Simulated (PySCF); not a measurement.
A series of related molecules.

All values: PBE0/pcSseg-1 (PySCF) at GFN2-xTB geometries, gas phase, one conformer each.

Question: Rank by HOMO–LUMO gap, highest first.
A. `CCO[SiH2][C@@H]1CCN1`
B. `O(C[SiH3])[Si@@H]([C@@H]1NCC1)O`
C. `CCO[Si@@H](O)[C@@H]1CCN1`

Answer: C (7.50 eV), B (7.27 eV), A (6.72 eV).

Question: Rank by dipole moment, lowest first.
A. `[CH2:1]=[CH:2][O:3][Si@@H:4]([OH:5])[C@@H:6]1[CH2:7][CH2:8][NH:9]1` with C1–C2–O3–Si4 -6°, C2–O3–Si4–O5 56°, O3–Si4–O5–H 149°, O3–Si4–C6–C7 -62°, Si4–C6–C7–C8 -122°, C6–C7–C8–N9 11°, C7–C8–N9–C6 -11°, Si4–C6–N9–C8 131°
B. `[CH3:1][CH2:2][O:3][SiH2:4][C@@H:5]1[CH2:6][CH2:7][NH:8]1` with C1–C2–O3–Si4 -60°, C2–O3–Si4–C5 -58°, O3–Si4–C5–C6 -73°, Si4–C5–C6–C7 -103°, C5–C6–C7–N8 -14°, C6–C7–N8–C5 15°, Si4–C5–N8–C7 102°
C. `[OH:1][Si@@H:2]([O:3][CH2:4][SiH3:5])[C@H:6]1[CH2:7][CH2:8][NH:9]1` with H–O1–Si2–O3 -153°, O1–Si2–O3–C4 -55°, Si2–O3–C4–Si5 92°, O1–Si2–C6–C7 -55°, Si2–C6–C7–C8 122°, C6–C7–C8–N9 -12°, C7–C8–N9–C6 12°, Si2–C6–N9–C8 -132°
D. `[CH3:1][CH2:2][O:3][Si@@H:4]([OH:5])[C@@H:6]1[CH2:7][CH2:8][NH:9]1` with C1–C2–O3–Si4 -174°, C2–O3–Si4–O5 54°, O3–Si4–O5–H 154°, O3–Si4–C6–C7 -64°, Si4–C6–C7–C8 -123°, C6–C7–C8–N9 13°, C7–C8–N9–C6 -13°, Si4–C6–N9–C8 133°

Answer: B (0.98 D), D (1.47 D), C (1.81 D), A (2.49 D).

All values together:

```tsv
SMILES	change	formula	μ (D)	HOMO (eV)	LUMO (eV)	lowest IAO charge (e)	highest IAO charge (e)	lowest Hirshfeld charge (e)	highest Hirshfeld charge (e)
CCO[Si@@H](O)[C@@H]1CCN1	parent	C5H13NO2Si	1.47	-6.38	1.12	-0.811 (O)	+1.335 (Si)	-0.317 (O)	+0.441 (Si)
C=CO[Si@@H](O)[C@@H]1CCN1	C-C bond made double	C5H11NO2Si	2.49	-6.51	0.76	-0.804 (O)	+1.329 (Si)	-0.308 (O)	+0.452 (Si)
O[Si@@H](OC[SiH3])[C@H]1CCN1	C replaced by Si	C4H13NO2Si2	1.81	-6.42	0.85	-0.813 (O)	+1.329 (Si)	-0.309 (O)	+0.440 (Si)
CCO[SiH2][C@@H]1CCN1	terminal O group replaced by H	C5H13NOSi	0.98	-6.11	0.61	-0.638 (O)	+0.965 (Si)	-0.224 (O)	+0.378 (Si)
```

Conformers: `[CH3:1][CH2:2][O:3][Si@@H:4]([OH:5])[C@@H:6]1[CH2:7][CH2:8][NH:9]1` with C1–C2–O3–Si4 -174°, C2–O3–Si4–O5 54°, O3–Si4–O5–H 154°, O3–Si4–C6–C7 -64°, Si4–C6–C7–C8 -123°, C6–C7–C8–N9 13°, C7–C8–N9–C6 -13°, Si4–C6–N9–C8 133°; `[CH2:1]=[CH:2][O:3][Si@@H:4]([OH:5])[C@@H:6]1[CH2:7][CH2:8][NH:9]1` with C1–C2–O3–Si4 -6°, C2–O3–Si4–O5 56°, O3–Si4–O5–H 149°, O3–Si4–C6–C7 -62°, Si4–C6–C7–C8 -122°, C6–C7–C8–N9 11°, C7–C8–N9–C6 -11°, Si4–C6–N9–C8 131°; `[OH:1][Si@@H:2]([O:3][CH2:4][SiH3:5])[C@H:6]1[CH2:7][CH2:8][NH:9]1` with H–O1–Si2–O3 -153°, O1–Si2–O3–C4 -55°, Si2–O3–C4–Si5 92°, O1–Si2–C6–C7 -55°, Si2–C6–C7–C8 122°, C6–C7–C8–N9 -12°, C7–C8–N9–C6 12°, Si2–C6–N9–C8 -132°; `[CH3:1][CH2:2][O:3][SiH2:4][C@@H:5]1[CH2:6][CH2:7][NH:8]1` with C1–C2–O3–Si4 -60°, C2–O3–Si4–C5 -58°, O3–Si4–C5–C6 -73°, Si4–C5–C6–C7 -103°, C5–C6–C7–N8 -14°, C6–C7–N8–C5 15°, Si4–C5–N8–C7 102°.

Q: Give the shifts from the parent, `CCO[Si@@H](O)[C@@H]1CCN1`.

A: 
```json
{"SMILES": "C=CO[Si@@H](O)[C@@H]1CCN1", "change in μ (D)": "+1.02", "change in HOMO (eV)": "-0.13", "change in LUMO (eV)": "-0.36"}
{"SMILES": "O[Si@@H](OC[SiH3])[C@H]1CCN1", "change in μ (D)": "+0.34", "change in HOMO (eV)": "-0.04", "change in LUMO (eV)": "-0.27"}
{"SMILES": "CCO[SiH2][C@@H]1CCN1", "change in μ (D)": "-0.49", "change in HOMO (eV)": "+0.27", "change in LUMO (eV)": "-0.51"}
```
